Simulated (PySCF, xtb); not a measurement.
C3H4BFO2, SMILES FB1C=COCO1.

Geometry optimised at PBE0-D3(BJ)/def2-SVP. This is a generated structure with no PubChem entry under its InChIKey; it may be hypothetical. Other conformers were not sampled.

Method: C-PCM-M06-2X/def2-SVP (PySCF 2.14.0).

The values are the electrostatic part of the solvation free energy, E(continuum) − E(gas) at the gas-phase geometry, in a cavity of scaled van der Waals radii (PySCF's table); cavitation and dispersion terms are not included. In vacuum the orbital gap is 8.80 eV. The dipole moment in vacuum is 2.45 D.

| solvent | ε | ΔG(elec) (kcal/mol) | dipole (D) | gap (eV) |
|---|---|---|---|---|
| water | 78.36 | -4.5 | 3.02 | 8.77 |
| acetone | 20.49 | -4.3 | 3.00 | 8.77 |
| dichloromethane | 8.93 | -4.0 | 2.95 | 8.77 |

For comparison, GFN2-xTB/ALPB(water) (xtb, at the GFN2-xTB geometry, all terms of that model) gives -2.1 kcal/mol.
